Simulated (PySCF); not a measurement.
Job file and geometry (Å, from GFN2-xTB) of an NMR shielding run on `InChI=1S/C4H12OSSi3/c1-3-8-6-9(2)4-5-7/h1,9H,4,8H2,2,7H3/t9-/m0/s1`, GIAO PBE0/pcSseg-1 NMR shielding, non-relativistic, gas phase in PySCF 2.14.0, density-fitted response routines; density fitting, a coarse starting grid and PySCF grid level 2 are the driver's defaults:

```
$ OMP_NUM_THREADS=1 python probes_run.py task.json out

{"job": {"kind": "nmr", "xc": "PBE0", "basis": "pcSseg-1"}, "charge": 0, "multiplicity": 1}
C      4.534749     2.125397     0.128644
C      3.389489     1.781103     0.004810
Si     1.629599     1.244339    -0.171274
S      1.710324    -0.859138     0.387582
Si    -0.125531    -1.664665    -0.346078
C     -0.368392    -3.354278     0.469458
C     -1.556499    -0.480804     0.099510
O     -1.268727     0.765508    -0.501681
Si    -2.323690     1.959009    -0.824043
H      5.538707     2.422183     0.235800
H      0.827684     1.959901     0.811724
H      1.227438     1.345714    -1.566249
H     -0.066335    -1.751737    -1.808268
H     -0.485769    -3.265693     1.545421
H     -1.244702    -3.859415     0.076883
H      0.493153    -3.986398     0.286253
H     -2.516606    -0.856820    -0.263809
H     -1.657588    -0.338485     1.180490
H     -2.923840     2.484959     0.406069
H     -1.421766     2.891902    -1.479305
H     -3.400617     1.454359    -1.681353
```

Question: What does the program print?

Answer: 
```
coarse grid: 19368 points
cycle   1  E = -1500.5040841843  dE =  7.582e-01  |g| = 7.750e-01  |ddm| = 4.234e+00
cycle   2  E = -1500.3853130262  dE =  1.188e-01  |g| = 1.109e+00  |ddm| = 1.707e+00
cycle   3  E = -1500.6259094952  dE = -2.406e-01  |g| = 1.566e-01  |ddm| = 1.059e+00
cycle   4  E = -1500.6303226788  dE = -4.413e-03  |g| = 4.991e-02  |ddm| = 1.635e-01
cycle   5  E = -1500.6307688744  dE = -4.462e-04  |g| = 2.912e-02  |ddm| = 6.402e-02
cycle   6  E = -1500.6309731772  dE = -2.043e-04  |g| = 7.342e-03  |ddm| = 2.316e-02
cycle   7  E = -1500.6309858788  dE = -1.270e-05  |g| = 1.383e-03  |ddm| = 7.292e-03
cycle   8  E = -1500.6309863958  dE = -5.170e-07  |g| = 3.084e-04  |ddm| = 1.751e-03
final grid: 168032 points
cycle   9  E = -1500.6965663819  dE = -2.777e-05  |g| = 1.077e-02  |ddm| = 3.032e-02
cycle  10  E = -1500.6965456187  dE =  2.076e-05  |g| = 1.497e-02  |ddm| = 1.976e-02
cycle  11  E = -1500.6965897462  dE = -4.413e-05  |g| = 1.490e-03  |ddm| = 1.165e-02
cycle  12  E = -1500.6965901904  dE = -4.442e-07  |g| = 2.618e-04  |ddm| = 1.513e-03
cycle  13  E = -1500.6965902045  dE = -1.414e-08  |g| = 1.109e-04  |ddm| = 3.760e-04
cycle  14  E = -1500.6965902068  dE = -2.299e-09  |g| = 5.852e-05  |ddm| = 1.116e-04
cycle  15  E = -1500.6965902077  dE = -8.654e-10  |g| = 1.134e-05  |ddm| = 5.264e-05
converged SCF energy = -1500.6965902077

GIAO shielding tensors (ppm)
atom      isotropic    diamagn.    paramagn.     s11        s22        s33       span
  0 C       82.978     260.062    -177.084      0.601      3.553    244.778    244.178
  1 C       98.284     258.725    -160.441     -2.265      6.357    290.760    293.025
  2 Si     405.614     879.830    -474.217    376.988    401.680    438.173     61.185
  3 S      785.100    1061.514    -276.414    720.449    780.606    854.246    133.797
  4 Si     352.953     881.005    -528.051    323.235    359.011    376.615     53.380
  5 C      190.380     253.353     -62.973    184.653    188.510    197.976     13.323
  6 C      124.260     250.921    -126.661     92.551    107.171    173.059     80.509
  7 O      341.706     402.589     -60.883    289.147    350.826    385.146     95.999
  8 Si     382.507     881.316    -498.809    332.643    344.925    469.954    137.311
  9 H       29.688      32.834      -3.145     24.544     24.670     39.851     15.307
 10 H       26.543      30.924      -4.381     21.685     26.958     30.986      9.301
 11 H       26.479      30.340      -3.861     22.108     26.819     30.509      8.401
 12 H       26.612      30.329      -3.717     23.584     24.254     31.999      8.415
 13 H       31.420      30.731       0.689     26.882     29.597     37.782     10.900
 14 H       31.633      28.559       3.073     26.510     28.548     39.840     13.330
 15 H       31.217      28.702       2.516     26.022     29.206     38.424     12.402
 16 H       28.243      31.337      -3.094     23.034     28.756     32.940      9.907
 17 H       28.069      32.641      -4.572     23.890     27.500     32.816      8.926
 18 H       26.985      29.578      -2.594     23.572     25.062     32.320      8.747
 19 H       26.973      30.310      -3.337     22.639     26.345     31.936      9.297
 20 H       26.982      29.423      -2.441     23.463     25.188     32.295      8.832
```

Question: Turn these shieldings into chemical shifts. Chemical shifts δ = σref − σ; TMS for 13C (186.93 ppm) and 29Si (349.16 ppm) and 1H (31.72 ppm); CS2 for 33S (503.73 ppm); H2O for 17O (336.08 ppm), all at this level.

Answer: Averaging equivalent atoms: C 0: 103.9; C 1: 88.6; C 6: 62.7; C 5: -3.5; Si 4: -3.8; Si 8: -33.3; Si 2: -56.5; S 3: -281; O 7: -5.6; H 11: 5.24; H 10: 5.17; H 12: 5.10; H 18/19/20: 4.74; H 17: 3.65; H 16: 3.47; H 9: 2.03; H 13/14/15: 0.29 ppm. Experimental scales use liquid or dissolved standards, which lie at an offset from isolated H2O (liquid H2O: subtract about 36 ppm).

Size and cost of the density-fitted run: 241 basis functions, 97 s wall time on 1 thread of an Arm Neoverse N1, shared host; peak memory 1 GiB.
